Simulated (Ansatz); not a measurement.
Reaction (substitution at a C–C bond): `C=CC(=O)OC` + `[NH2][GeH3]` → `C=C[NH][GeH3]` + `COC=O`

Gas-phase electronic energies from Ansatz, PBE0-D4/def2-TZVP geometries. CBS: MP2 limit from def2 TZ/QZ plus the TZ coupled-cluster correction, frozen cores. DFT in def2-TZVPP. For Ge outer-core shells are correlated without core-valence functions, which leaves a few kJ/mol of doubt a bond. Scalar relativity is left out up to krypton. Each species was taken in one conformer, which may not be the lowest.

`C=CC(=O)OC`:

```xyz
12

C     1.441   -1.808   -0.928
C     0.710   -1.251    0.027
C     0.053    0.055   -0.195
O     0.110    0.709   -1.203
O    -0.633    0.431    0.894
C    -1.305    1.680    0.783
H     1.563   -1.306   -1.882
H     1.930   -2.763   -0.784
H     0.562   -1.717    0.994
H    -2.030    1.654   -0.032
H    -1.807    1.834    1.735
H    -0.593    2.483    0.591
```

`[NH2][GeH3]`:

Z-matrix (Å, degrees):
```
Ge
N 1 1.843
H 1 1.536 2 106.9
H 1 1.548 2 114.5 3 -120.5
H 1 1.536 2 106.8 3 119.0
H 2 1.011 1 113.7 3 59.1
H 2 1.011 1 113.6 3 -176.9
```

`C=C[NH][GeH3]`:

Cartesian coordinates in Å:
```
C 0.767 0.004 -2.040
C 0.670 0.006 -0.710
N -0.409 0.418 0.042
Ge -0.691 -0.111 1.782
H -0.056 0.314 -2.677
H 1.688 -0.298 -2.518
H 1.522 -0.317 -0.114
H -1.214 0.693 -0.501
H -1.178 -1.572 1.879
H -1.755 0.834 2.356
H 0.657 0.030 2.502
```

`COC=O`:

Cartesian coordinates in Å:
```
C 0.211 -0.928 -0.386
O 0.148 -0.106 0.780
C -0.247 1.146 0.571
O -0.543 1.618 -0.487
H 0.916 -0.512 -1.108
H 0.546 -1.904 -0.044
H -0.771 -1.002 -0.854
H -0.260 1.687 1.528
```

**Question.** Is it downhill or uphill in electronic energy at CCSD(T)/CBS, and by how much? (An estimate is asked.)

**Answer.** Ansatz gave: Uphill: ΔE = +8.6 kcal/mol.

**Question.** What do these levels give: PBE-D4, BLYP-D4, B97M-V, PBE0-D4, r2SCANh-D4, ωB97M-V, PBE-QIDH, r2SCAN, BHLYP, CCSD(T)/def2-SVP, SCS-MP2/def2-TZVPP, HF/def2-QZVPP? (Estimate.)

**Answer.** Ansatz gave: PBE-D4 6.1, BLYP-D4 6.0, B97M-V 8.5, PBE0-D4 6.9, r2SCANh-D4 7.5, ωB97M-V 8.0, PBE-QIDH 7.6, r2SCAN 7.4, BHLYP 7.7, CCSD(T)/def2-SVP 6.8, SCS-MP2/def2-TZVPP 7.7, HF/def2-QZVPP 8.2 kcal/mol.

Largest T1 diagnostic among the species: 0.015.

At CCSD(T), def2-SVP lies −1.7 kcal/mol from the extrapolated value and def2-TZVPP −0.3 kcal/mol. From PBE to PBE0 (25 % exact exchange), in def2-TZVPP and without D4, ΔE moves by +0.8 kcal/mol.
